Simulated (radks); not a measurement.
Results of a calculation; reference values are marked as such.
The antimony ion Sb3+, configuration [Ar] 3d10 4s2 4p4 4d10 5s2 5p2 (not the ground configuration).

Level of theory: scalar-relativistic Kohn-Sham, LDA (Slater exchange, Perdew-Zunger correlation), spin-polarised, spherical densities, finite nucleus; open shells are filled with parallel spins first (spin-orbit coupling, left out, can overturn this in heavy ions); Fermi nuclear charge, rms radius 4.6802 fm (a radial shooting solver on a logarithmic mesh with Libxc functionals).

Energy parts (eV):
part                       energy
total                 -175950.942
kinetic                183976.434
electron-nucleus      -423429.253
Hartree                 67925.820
exchange-correlation    -4423.942

Orbitals (lengths in bohr, moments of r in powers of bohr; r(max) is where P^2 peaks):
| orbital | occ. | eigenvalue (eV) | <1/r> | <r> | r(max) |
|---|---|---|---|---|---|
| 1s up | 1 | -30325.66 | 54.27 | 0.02845 | 0.01837 |
| 1s down | 1 | -30324.88 | 54.27 | 0.02845 | 0.01837 |
| 2s up | 1 | -4660.978 | 12.40 | 0.1227 | 0.1038 |
| 2s down | 1 | -4660.457 | 12.40 | 0.1227 | 0.1038 |
| 2p up | 3 | -4192.994 | 11.91 | 0.1072 | 0.08305 |
| 2p down | 3 | -4192.288 | 11.91 | 0.1072 | 0.08305 |
| 3s up | 1 | -955.6043 | 4.418 | 0.3310 | 0.3002 |
| 3s down | 1 | -954.8113 | 4.418 | 0.3309 | 0.3002 |
| 3p up | 3 | -802.9311 | 4.207 | 0.3290 | 0.2935 |
| 3p down | 3 | -802.0676 | 4.208 | 0.3289 | 0.2936 |
| 3d up | 5 | -569.0744 | 3.977 | 0.3054 | 0.2439 |
| 3d down | 5 | -568.2289 | 3.979 | 0.3052 | 0.2439 |
| 4s up | 1 | -197.5090 | 1.790 | 0.7795 | 0.7177 |
| 4s down | 1 | -194.9646 | 1.788 | 0.7804 | 0.7178 |
| 4p up | 3 | -149.7157 | 1.642 | 0.8335 | 0.7543 |
| 4p down | 1 | -147.2605 | 1.638 | 0.8351 | 0.7548 |
| 4d up | 5 | -79.2696 | 1.373 | 0.9656 | 0.8242 |
| 4d down | 5 | -77.0379 | 1.368 | 0.9691 | 0.8262 |
| 5s up | 1 | -45.9064 | 0.6942 | 1.888 | 1.716 |
| 5s down | 1 | -44.1420 | 0.6940 | 1.893 | 1.714 |
| 5p up | 2 | -34.4338 | 0.5995 | 2.161 | 1.946 |
| 5p down | 0 | -32.7145 | 0.5956 | 2.181 | 1.950 |
| 5d up | 0 | -19.5881 | 0.4421 | 2.899 | 2.583 |
| 5d down | 0 | -18.2779 | 0.4264 | 3.001 | 2.649 |
| 6s up | 0 | -17.2905 | 0.3341 | 3.924 | 3.760 |
| 6s down | 0 | -16.6682 | 0.3240 | 4.025 | 3.840 |
| 4f up | 0 | -15.3835 | 0.6317 | 2.152 | 1.484 |
| 4f down | 0 | -13.8020 | 0.5965 | 2.313 | 1.551 |
| 6p up | 0 | -13.6846 | 0.2902 | 4.527 | 4.341 |
| 6p down | 0 | -13.2456 | 0.2819 | 4.649 | 4.451 |

The highest occupied level is 5p up at -34.434 eV. The electron density at the nucleus is 2.143e+05 e/bohr^3 (large components only). The density falls to 0.001 e/bohr^3 at r = 3.71 bohr. Spin moment in Bohr magnetons: 4. Summed over all electrons, <r^2> = 36.16 bohr^2, which gives a Langevin (diamagnetic) susceptibility term of -28.6 x 10^-6 cm^3/mol.
